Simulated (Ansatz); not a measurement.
Input for Ansatz (a quantum-chemistry and plane-wave program): U-wB97X-V/def2-TZVPP on KH, a point of a bond scan (R = 1.812 Å).

Ansatz 0.2 input:
```yaml
crystal:
  periodic: [false, false, false]
  atoms:
    - {symbol: K, position_ang: [-0.00000000, -0.00000000, -0.11326949]}
    - {symbol: H, position_ang: [0.00000000, 0.00000000, 1.69904235]}
basis:
  gaussian:
    orbitals: def2-TZVPP
hamiltonian:
  xc: {name: wB97X-V}
magnetization: {spin_polarized: true, initial_magnetization: 0}
```

The head of its log:

```
WARN ansatz: RAYON_NUM_THREADS=2 ignored (pool sized by the plan → 2); use --threads N
Functional definition: wB97X-V
integrals: 0.04 GiB planned
384 factors; their error is unknown
integrals: 0.07 GiB planned
123 factors; integrals over basis functions are off by at most 4.1e-5 eV
mean field: 0.29 GiB planned
mean field evaluation 1: about -16336.0600 eV, gradient 1.0e1 eV
mean field evaluation 2: about -16336.7613 eV, gradient 4.3e0 eV
```

Task: What total energy does the run end on?

Result: -600.3703 hartree.
